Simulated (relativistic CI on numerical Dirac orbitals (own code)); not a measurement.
# Hyperfine structure of Kr⁺, mass number 85

Calculated at this level of theory: Dirac-Coulomb-Breit CI, separate exchange-only KLI orbitals for each configuration, a model potential for QED, valence Slater integrals scaled by 0.85, P86 correlation energy added to each configuration (own radial code, finite nucleus).

CI space (outside the closed core [Ar] 3d10): 4s2 4p5, 4s 4p6, 4s2 4p4 5s, 4s2 4p4 4d, 4s2 4p4 5p, 4s2 4p4 6s, 4s2 4p4 5d, 4s 4p5 4d, 4s2 4p4 6p, 4s2 4p4 4f, 4s2 4p4 6d, 4s2 4p4 5f, 4s2 4p4 5g, 4s2 4p4 6f, 4s2 4p3 4d2, 4s2 4p2 4d2 5s, 4s2 4p2 4d3, 4s2 4p2 4d2 5p, 4s2 4p2 4d2 6s, 4s2 4p2 4d2 5d. Double excitations out of closed p, d and f shells are left out; levels of such configurations are missing from the list, as are those of other unlisted configurations, and high levels can miss mixing partners. These lack a partner that the ground configuration has and come out too high: 4s 4p5 4d, 4s2 4p4 6p, 4s2 4p4 4f, 4s2 4p4 6d, 4s2 4p4 5f.

Nuclear spin I = 9/2, μ = -1.0055 μN, Q = 0.443 b (tables of Stone and Pyykkö). The electronic factors are computed for point nuclear moments, without core polarisation; leaving it out makes A of s and p electrons in near-neutral atoms 20 to 40 % too small, and it can dominate for d and f shells.

| Level | E (cm⁻¹) | A (MHz) | B (MHz) |
| --- | --- | --- | --- |
| 4s2 4p5 2P°_3/2 | 0.0 | -209 | -747 |
| 4s2 4p5 2P°_1/2 | 5297.0 | -1165 |  |
| 4s2 4p4 5s 4P_5/2 | 116864.6 | -325.5 | 799 |
| 4s2 4p4 5s 4P_3/2 | 119225.5 | -89.79 | -178 |
| 4s2 4p4 5s 4P_1/2 | 121693.8 | -133.6 |  |
| 4s2 4p4 5s 2P_3/2 | 122677.0 | -246.4 | 294 |
| 4s2 4p4 4d 4D_7/2 | 124307.1 | -51 | -489 |
| 4s2 4p4 4d 4D_5/2 | 124589.9 | -111 | -159 |

Levels with J = 0, under 50 % of one LS term, or S terms without an open s electron are left out. Small factors come from cancelling terms and can be off by tens of per cent or more.

Correlation outside the listed configurations is missing or only estimated: errors of thousands of cm⁻¹ between configurations and terms are usual at this charge. Rates and lifetimes follow the computed energies and can be off by large factors. The fine structure of a lone outer electron comes out too small, for d and f at times inverted, and misplaced configurations move strength between like terms. 24 of the 28 excited levels that our extract of the measured tables holds in this range could be paired (the sources list more); they are missed by 3707 cm⁻¹ on average and 6751 at most, and levels without a partner can miss by more.

(1) Give the hyperfine levels of 4s2 4p5 2P°_1/2 relative to its centre of gravity.

Results:

(1) With K = F(F + 1) − I(I + 1) − J(J + 1), E = AK/2: F = 4: 3203, F = 5: -2621 MHz.

LS names give the leading component of a level, which can be under half, so a name can repeat, a term be missing and a line seem to break the LS rules.
